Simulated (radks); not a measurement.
Sr, 38 electrons, occupied as [Kr] 5s2. All-electron calculation, scalar-relativistic Kohn-Sham, PBEsol, spin-polarised, spherical densities, finite nucleus; Fermi nuclear charge, rms radius 4.224 fm; hard spherical wall at 8 bohr. Program: a radial shooting solver on a logarithmic mesh with Libxc functionals.

Radial electron density D(r) = 4 pi r^2 rho(r):

r (bohr),D(r) (e/bohr)
0.003026,4.203
0.003972,6.596
0.005255,10.25
0.006898,15.25
0.009127,22.06
0.01208,30.24
0.01585,38.43
0.02097,45.08
0.02753,47.54
0.03642,45.13
0.04781,40.74
0.06326,40.35
0.0837,47.84
0.1099,56.54
0.1454,54.55
0.1908,41.42
0.2524,33.38
0.3314,38.65
0.4384,40.32
0.5801,26.97
0.7614,12.84
1.007,7.975
1.322,7.108
1.75,4.477
2.297,1.898
3.039,0.9099
4.021,0.6719
5.277,0.3382
6.983,0.04106

D(r) has 3 maxima, at r = 0.0275, 0.122, 0.395 bohr, and minima at 0.0561, 0.252 bohr, inside which lie 2.05, 11.03 electrons.
